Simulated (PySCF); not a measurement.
## Ionising PI

UHF-CCSD(T); P x2c-SVPall, I x2c-SVPall; spin-free X2C with a Gaussian nucleus (PySCF 2.14). Neutral (UHF): triplet (π ↑↑), Re = 2.441 Å, ωe = 342 cm⁻¹, De = 1.79 eV.

PI⁺ (ROHF): doublet (π ↑), Re = 2.310 Å, ωe = 424 cm⁻¹, De = 3.36 eV to P + I⁺. The energies at the minima are -7453.54499 hartree for PI and -7453.23250 for PI⁺.

(1) Work out the adiabatic ionisation energy, without and with harmonic zero-point energies (1 hartree = 27.2114 eV, 1 eV = 8065.5 cm⁻¹), and the change of the bond length.

Correlated steps freeze 23 core orbitals. UHF and ROHF references stand side by side, which adds small steps between rows. Correlated levels converge slowly with the basis: in double zeta they bind strong bonds too weakly, by up to about 1 eV, and carry superposition errors of some tenths. These are scalar-relativistic numbers at best; spin–orbit coupling would shift them, the dissociation energy most. For an ion De counts to the pair picked by the measured ionisation energies or electron affinities, which need not be the lowest pair at this level. States were picked by a PBE0 search and need not be the measured ground states.

Neutral and ion stand on different kinds of reference determinant, which adds to the error of the difference.

Results:

(1) At CCSD(T): 0.31249 hartree = 8.503 eV between the minima; the zero-point term (424.0 − 342.0)/2 cm⁻¹ = +0.005 eV makes it 8.508 eV. Re changes by -13.1 pm against the neutral. The electron leaves a π orbital, and the shorter bond of the ion fits an antibonding orbital, or a change in how ionic the bond is.
